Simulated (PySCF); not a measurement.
C4H3NOS. Atoms are numbered in the order given.

```xyz
10

O     -0.3026    -2.6106     0.0000
C      0.6074    -1.8215     0.0000
C      0.4244    -0.3621     0.0000
N      1.4026     0.5027     0.0000
C      0.9244     1.7699     0.0000
C     -0.4480     1.8793     0.0000
S     -1.1684     0.3308     0.0000
H      1.6817    -2.1245     0.0000
H      1.6140     2.6159     0.0000
H     -1.0487     2.7880     0.0000
```

The structure is a stationary point at PBE0-D3(BJ)/def2-SVP. The values are those of a single conformer.

All values below come from PBE0/pcSseg-1 in PySCF.

GIAO shieldings, no solvent; atoms alike by connectivity are averaged. δ = σ(ref) − σ: ¹⁷O against H2O (σ = 334.2 ppm); ¹³C against TMS (σ = 186.3 ppm); ¹⁵N against NH3 (σ = 267.4 ppm); ³³S against H2S (σ = 716.7 ppm); ¹H against TMS (σ = 31.56 ppm), references at their B3LYP-D3(BJ)/def2-TZVP geometries, non-relativistic.

```json
[
 {"nucleus": "¹⁷O", "atoms": "O1", "count": "1", "δ (ppm)": "660.9"},
 {"nucleus": "¹³C", "atoms": "C2", "count": "1", "δ (ppm)": "188.6"},
 {"nucleus": "¹³C", "atoms": "C3", "count": "1", "δ (ppm)": "174.2"},
 {"nucleus": "¹³C", "atoms": "C5", "count": "1", "δ (ppm)": "151.6"},
 {"nucleus": "¹³C", "atoms": "C6", "count": "1", "δ (ppm)": "136.8"},
 {"nucleus": "¹⁵N", "atoms": "N4", "count": "1", "δ (ppm)": "384.5"},
 {"nucleus": "³³S", "atoms": "S7", "count": "1", "δ (ppm)": "498.8"},
 {"nucleus": "¹H", "atoms": "H8", "count": "1", "δ (ppm)": "10.17"},
 {"nucleus": "¹H", "atoms": "H9", "count": "1", "δ (ppm)": "8.40"},
 {"nucleus": "¹H", "atoms": "H10", "count": "1", "δ (ppm)": "7.83"}
]
```
